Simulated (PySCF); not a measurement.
**Au⁺ (gold, charge +1) across methods**

[Xe] 4f14 5d9 6s1, high-spin 3D determinant (an excited configuration). All numbers are calculated (PySCF 2.14, scalar relativity through the core potential, in aug-cc-pwCVTZ-PP with ECP60MDF (8s8p7d4f3g, 122 functions)).

| method | E (hartree) | mean ε 5d α (eV) | mean ε 5d β (eV) | mean ε 6s α (eV) | Σ⟨r²⟩ (bohr²) | ⟨S²⟩ |
| --- | --- | --- | --- | --- | --- | --- |
| MN15 | -135.0454 | -20.547 | -19.584 | -16.551 | 42.50 | 2.001 |
| PBE | -135.3057 | -18.160 | -17.117 | -14.774 | 42.49 | 2.001 |
| r2SCAN | -135.3269 | -18.580 | -17.326 | -15.066 | 42.12 | 2.002 |
| LDA | -135.0491 | -18.325 | -17.320 | -15.103 | 42.62 | 2.000 |
| PBE0 | -135.2706 | -19.948 | -18.825 | -15.567 | 42.29 | 2.001 |
| revPBE | -135.3592 | -18.103 | -17.052 | -14.684 | 42.43 | 2.001 |
| UHF | -134.42382 | -24.414 | -23.006 | -17.137 | 42.36 | 2.003 |

(1) Estimate the same row for PW91.

Energies and moments cover only the electrons outside the core potential. Spin-orbit coupling, absent here, splits the open shell strongly.

## Answers

(1) E (hartree) = -135.3637; mean ε 5d α (eV) = -18.226; mean ε 5d β (eV) = -17.193; mean ε 6s α (eV) = -14.853; Σ⟨r²⟩ (bohr²) = 42.48; ⟨S²⟩ = 2.001.
